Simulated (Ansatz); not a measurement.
`C[CH2][InH][OH]` and `C[CH2][In]([OH])[SH]` differ in one atom or group.

Ansatz, PBE0-D4/def2-TZVP geometries, multiplicity 1. Each molecule was computed in one conformer, which needn't be the lowest.

Elements past krypton have def2 core potentials.

```csv
property,`C[CH2][InH][OH]`
size of the dipole moment (ωB97M-V/def2-TZVPP) / D,2.72
LUMO energy (PBE/def2-TZVPP) / eV,-1.80
size of the dipole moment (B3LYP/def2-TZVPP) / D,2.76
LUMO energy (PBE0/def2-TZVPP) / eV,-1.10
HOMO–LUMO gap (PBE/def2-TZVPP) / eV,4.29
HOMO energy (PBE/def2-TZVPP) / eV,-6.09
```

**Question.** Give the same properties after the change, and the shifts. (An estimate is asked.)

**Answer.** Ansatz gave: 
```tsv
property	`C[CH2][In]([OH])[SH]`	shift
size of the dipole moment (ωB97M-V/def2-TZVPP) / D	3.35	0.63
LUMO energy (PBE/def2-TZVPP) / eV	-1.78	0.02
size of the dipole moment (B3LYP/def2-TZVPP) / D	3.35	0.59
LUMO energy (PBE0/def2-TZVPP) / eV	-0.93	0.17
HOMO–LUMO gap (PBE/def2-TZVPP) / eV	4.23	-0.06
HOMO energy (PBE/def2-TZVPP) / eV	-6.01	0.08
```

With PBE0 the HOMO rises by 0.06 eV and the LUMO rises by 0.17 eV, so the gap widens by about 0.11 eV. PBE moves the HOMO by 0.08 eV and ωB97M-V by 0.03 eV. Dipoles are sizes alone; their direction can turn.

B3LYP here is the variant with VWN-RPA as its local correlation; programs differ in this.
